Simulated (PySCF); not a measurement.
CH4Cl2O2Si

CH4Cl2O2Si is a small molecule, neutral, singlet. The structure, one conformer, was relaxed in the gas phase by PBE0-D3(BJ)/def2-SVP. No frequency run checks that it is a minimum.

SMILES: OC(Cl)(Cl)O[SiH3]

```xyz
10

C     0.484   -0.463   -0.913
O    -0.344   -0.491    0.145
Si   -0.559    0.751    1.296
O     0.644   -1.688   -1.440
Cl   -0.188    0.695   -2.168
Cl    2.114    0.164   -0.462
H     0.446    0.590    2.379
H    -1.930    0.513    1.816
H    -0.445    2.075    0.633
H    -0.180   -2.170   -1.278
```
(Å; atoms numbered from 1)

Shieldings: GIAO PBE0/pcSseg-2. Shifts are against computed references at the same level: C TMS (σ 184.1 ppm), H TMS (σ 31.24 ppm), Si TMS (σ 341.3 ppm). Core levels by delta-SCF with SCAN, pcX-2 on the ionised atom and pcseg-1 elsewhere, spin-free X2C (2p3/2 is the spin-free 2p value less a third of a first-order spin-orbit splitting); from the vacuum level, for chosen atoms.

Q: Give the NMR and core-level values of the distinct atoms.

A: 
| atoms | bonded to | σ (ppm) | δ (ppm) | core level (eV) |
| --- | --- | --- | --- | --- |
| C1 | 2 Cl + 2 O | 46.8 | 137.3 | 1s 297.02 |
| O2 | 1 C + 1 Si | 161.1 | - | 1s 539.48 |
| Si3 | 1 O + 3 H | 372.8 | -31.6 | - |
| O4 | 1 C + 1 H | 155.4 | - | 1s 540.27 |
| Cl5 | 1 C | 432.1 | - | 2p3/2 205.88 |
| Cl6 | 1 C | 467.6 | - | 2p3/2 206.32 |
| H7 H8 H9 | 1 Si | 26.24 | 5.00 | - |
| H10 | 1 O | 27.64 | 3.60 | - |

Values are those of this one static structure, with the three H of a rotating XH3 group averaged; atoms that internal rotation interchanges would show their mean in an NMR spectrum.

Q: Which of O2, O4 holds its core electrons tightest, and by how much against the loosest?

A: O4 (bonded to 1 C + 1 H), by 0.79 eV over O2 (bonded to 1 C + 1 Si).

Q: By CAM-B3LYP/def2-SVPD (TDDFT singlets, Tamm-Dancoff triplets, ionisation by delta-SCF), where does absorption start, and what does vertical ionisation take?

A: The lowest singlet lies at 6.49 eV (f 0.006), the strongest of the first 6 at 8.01 eV (f 0.046), the lowest triplet at 5.82 eV; vertical ionisation takes 11.08 eV.
